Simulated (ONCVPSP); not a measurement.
# u(r) = r·R(r): atom against pseudo-atom (Co (Z = 27))

Columns: radius, all-electron u(r) and pseudo u(r) of the 3d shell (level -8.28 eV) of cobalt in the configuration [Ne] 3s2 3p6 3d7 4s2; PW91, scalar-relativistic, ONCV scheme, ONCVPSP 4.0.1.

| r (bohr) | all-electron | pseudo |
| --- | --- | --- |
| 0.070 | 0.0354 | 0.0096 |
| 0.140 | 0.1664 | 0.0701 |
| 0.210 | 0.3472 | 0.2049 |
| 0.280 | 0.5281 | 0.4000 |
| 0.350 | 0.6821 | 0.6128 |
| 0.420 | 0.7993 | 0.7961 |
| 0.490 | 0.8802 | 0.9199 |
| 0.560 | 0.9287 | 0.9802 |
| 0.630 | 0.9501 | 0.9913 |
| 0.700 | 0.9509 | 0.9745 |
| 0.770 | 0.9367 | 0.9462 |
| 0.840 | 0.9119 | 0.9143 |
| 0.910 | 0.8803 | 0.8805 |
| 0.980 | 0.8445 | 0.8444 |
| 1.050 | 0.8063 | 0.8062 |
| 1.120 | 0.7671 | 0.7670 |
| 1.190 | 0.7279 | 0.7278 |
| 1.260 | 0.6894 | 0.6893 |
| 1.330 | 0.6519 | 0.6518 |
| 1.400 | 0.6158 | 0.6157 |
| 1.470 | 0.5813 | 0.5812 |
| 1.540 | 0.5484 | 0.5483 |
| 1.610 | 0.5171 | 0.5171 |
| 1.680 | 0.4876 | 0.4875 |
| 1.750 | 0.4596 | 0.4596 |
| 1.820 | 0.4333 | 0.4333 |

Problem. How many radial nodes do the two functions have?

Solution. The all-electron 3d function has n − l − 1 = 0; the pseudo-wave has 0.

Problem. At about which radius was the pseudo-wave matched?

Solution. 1.00 bohr. The columns agree to 0.0005 from 0.91 bohr on; several derivatives are matched, so the curves merge somewhat inside the radius.

Problem. Where does each function peak?

Solution. Outermost all-electron maximum near 0.70 bohr, pseudo maximum near 0.63 bohr (to the table’s step).

Problem. Is the pseudo-wave norm-conserving?

Solution. Yes: the ONCV scheme keeps the norm inside the radius equal to the all-electron one, which fixes the energy derivative of the logarithmic derivative at the level.
